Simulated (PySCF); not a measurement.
## Dipole response of W²⁺ (tungsten, charge +2)

[Xe] 4f14 5d4, high-spin 5D determinant. All numbers are calculated (PySCF 2.14, a scalar-relativistic core potential, in aug-cc-pVTZ-PP with one added diffuse shell each of s, p, d, f, g type with ECP60MDF (7s7p6d4f3g, 113 functions)). Coupled (time-dependent) response in atomic units; α is the mean over directions.

```json
{"method": "BP86", "mean α (bohr³)": "13.91", "α xx, yy, zz": "13.62, 13.62, 14.47", "C₆ (like pair)": "82.68", "S(−4)": "87.71"}
```

S(−4) is the Cauchy moment in α(ω) = α(0) + S(−4) ω² + …

Spin-orbit coupling is absent.

α(iu) at BP86:

```
u (hartree)  α(iu) (bohr³)
          0          13.91
     0.0500          13.69
      0.100          13.12
      0.200          11.43
      0.300          9.768
      0.500          7.308
      0.750          5.396
       1.00          4.167
       1.50          2.701
       2.00          1.882
       3.00          1.046
       5.00         0.4458
```

For an ion, C₆ is the dispersion term alone; charge-induced terms of lower order in 1/R come first.

The components differ because the open shell of this determinant is not spherical; for a pure term their mean is the scalar polarisability.

Energies and moments cover only the electrons outside the core potential. Spin-orbit coupling, absent here, splits the open shell strongly.
